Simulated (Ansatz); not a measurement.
C₂₁H₁₅N₃⁻, relaxed as a doublet with UKS PBE-D4/def2-SVP in Ansatz, starting from the PBE-D4/def2-SVP geometry of the neutral singlet. Force threshold 0.03 eV/Å.

Single mean-field runs in def2-SVP are fitted with def2-universal-jkfit. In the doublet geometry the species has come apart into loosely held pieces. The relaxation made no stability test and no search for a lower SCF solution.

Start:

```xyz
39

N    -2.6536   -5.5090   -0.6123
C    -2.4164   -4.4675   -0.1118
N    -2.2567   -3.3052    0.4876
C    -1.3639   -2.4449    0.5791
N    -0.5494   -1.5945    0.8555
C     4.2691   -0.2140    0.8295
C     3.4595   -0.8986    1.7500
C     2.0709   -0.9502    1.5659
C     1.4743   -0.3223    0.4571
C    -0.0575   -0.3259    0.3053
C    -0.6930    0.8089    1.1388
C     0.0522    1.9296    1.5461
C    -0.5634    2.9759    2.2521
C    -1.9284    2.9131    2.5648
C    -2.6779    1.7950    2.1644
C    -2.0649    0.7529    1.4567
C    -0.4588   -0.2293   -1.1816
C    -1.1096    0.8969   -1.7131
C    -1.4401    0.9474   -3.0783
C    -1.1264   -0.1251   -3.9236
C    -0.4680   -1.2506   -3.3999
C    -0.1314   -1.2984   -2.0418
C     2.2894    0.3593   -0.4650
C     3.6794    0.4151   -0.2769
H     5.3597   -0.1755    0.9723
H     3.9128   -1.3990    2.6193
H     1.4347   -1.4860    2.2855
H     1.1242    1.9880    1.3120
H     0.0362    3.8444    2.5644
H    -2.4084    3.7311    3.1230
H    -3.7498    1.7318    2.4058
H    -2.6686   -0.1118    1.1436
H    -1.3635    1.7425   -1.0591
H    -1.9525    1.8354   -3.4787
H    -1.3927   -0.0867   -4.9907
H    -0.2115   -2.0968   -4.0551
H     0.4039   -2.1750   -1.6453
H     1.8349    0.8498   -1.3380
H     4.3055    0.9492   -1.0078
```

(1) Estimate the energy that the relaxation releases and the steps that it takes.

(2) Does the start keep its bonding?

(3) Predict the relaxed structure.

Results:

(1) 121.5 kJ/mol, in 39 steps; 2.7 min on 2 threads of AMD EPYC 7R13 on a shared host and a share (18 GiB) of an NVIDIA H100 80GB HBM3. The force fell under the threshold at step 30, but the optimiser went on and released 0.003 eV more. No frequencies were taken in this run, so the end may be a saddle point.

(2) Bonds lost: N5–C10 (atoms count from 1). The end holds 2 separate pieces.

(3) 
```xyz
39

N    -0.477   -4.606   -2.061
C    -0.927   -4.188   -1.039
N    -1.514   -3.814    0.068
C    -1.195   -2.803    0.829
N    -1.005   -1.913    1.601
C     4.129   -0.862    0.895
C     3.142   -0.827    1.897
C     1.847   -0.389    1.606
C     1.501    0.035    0.294
C     0.151    0.515    0.000
C    -0.546    1.341    0.982
C     0.159    2.268    1.798
C    -0.511    3.071    2.729
C    -1.904    2.969    2.883
C    -2.616    2.043    2.097
C    -1.952    1.241    1.166
C    -0.487    0.174   -1.267
C    -1.403    1.058   -1.904
C    -2.023    0.709   -3.109
C    -1.766   -0.539   -3.706
C    -0.871   -1.432   -3.090
C    -0.231   -1.073   -1.900
C     2.502   -0.028   -0.711
C     3.798   -0.464   -0.412
H     5.147   -1.212    1.128
H     3.381   -1.174    2.915
H     1.049   -0.436    2.361
H     1.248    2.362    1.675
H     0.060    3.790    3.338
H    -2.431    3.597    3.618
H    -3.703    1.929    2.233
H    -2.499    0.473    0.601
H    -1.608    2.037   -1.444
H    -2.719    1.417   -3.587
H    -2.275   -0.822   -4.641
H    -0.697   -2.445   -3.486
H     0.437   -1.798   -1.414
H     2.250    0.290   -1.734
H     4.560   -0.494   -1.208
```
Bond lengths: 21 × C–C 1.40 to 1.46 Å; 4 × C–N 1.19 to 1.31 Å; 15 × C–H 1.10 Å.
